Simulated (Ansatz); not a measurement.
Isolated molecules relaxed with PBE0-D4/def2-TZVP in Ansatz; ΔE leaves out vibrations. CBS: MP2 limit from def2 TZ/QZ plus the TZ coupled-cluster correction, frozen cores. Functionals use def2-TZVPP. Elements past krypton have def2 core potentials. For Sn outer-core shells are correlated without core-valence functions, which leaves a few kJ/mol of doubt a bond. Each species was taken in one conformer, which may not be the lowest.

Consider the formal exchange of groups at the Sn–C bond: `F[CH]([SiH3])[SnH3]` + `COC=N` → `CO[C](=N)[SnH3]` + `FC[SiH3]`.

`F[CH]([SiH3])[SnH3]`:

```xyz
11

F    -1.767    0.194    0.928
C    -0.481   -0.278    0.626
Si   -0.524   -1.314   -0.949
Sn    0.861    1.436    0.521
H    -0.148   -0.891    1.472
H    -1.451   -2.469   -0.814
H     0.861   -1.806   -1.182
H    -0.948   -0.472   -2.096
H     0.516    2.331   -0.889
H     2.474    0.876    0.476
H     0.607    2.393    1.908
```

`COC=N`:

```xyz
9

C     0.850    0.380    0.893
O     0.739    0.309   -0.522
C    -0.404   -0.190   -0.987
N    -1.343   -0.582   -0.242
H     1.832    0.806    1.093
H     0.064    1.012    1.309
H     0.764   -0.614    1.336
H    -0.383   -0.198   -2.079
H    -2.119   -0.924   -0.799
```

`CO[C](=N)[SnH3]`:

Cartesian coordinates in Å:
```
C -1.679 0.393 1.125
O -0.909 -0.189 0.086
C 0.405 0.134 0.027
N 1.054 0.902 0.789
Sn 1.397 -0.851 -1.617
H -2.690 0.013 0.999
H -1.301 0.102 2.109
H -1.689 1.485 1.046
H 0.492 1.318 1.534
H 3.032 -0.390 -1.601
H 1.240 -2.538 -1.423
H 0.648 -0.378 -3.075
```

`FC[SiH3]`:

Cartesian coordinates in Å:
```
F -1.047 -0.254 -1.607
C -0.896 -0.304 -0.226
Si 0.837 0.280 0.270
H -1.074 -1.335 0.100
H -1.670 0.325 0.226
H 0.937 0.203 1.753
H 1.047 1.682 -0.171
H 1.865 -0.597 -0.344
```

(1) Is it downhill or uphill in electronic energy at CCSD(T)/CBS, and by how much? (An estimate is asked.)

(2) What do these levels give: ωB97M-V, B2PLYP, PBE, r2SCAN, HF/def2-TZVPP, HF/CBS(def2)? (Best estimate.)

Largest T1 diagnostic among the species: 0.014.

Results:

(1) Computed: Uphill: ΔE = +2.6 kcal/mol.

(2) Computed: ωB97M-V 2.5, B2PLYP 1.8, PBE 2.1, r2SCAN 2.5, HF/def2-TZVPP 1.9, HF/CBS(def2) 2.0 kcal/mol.
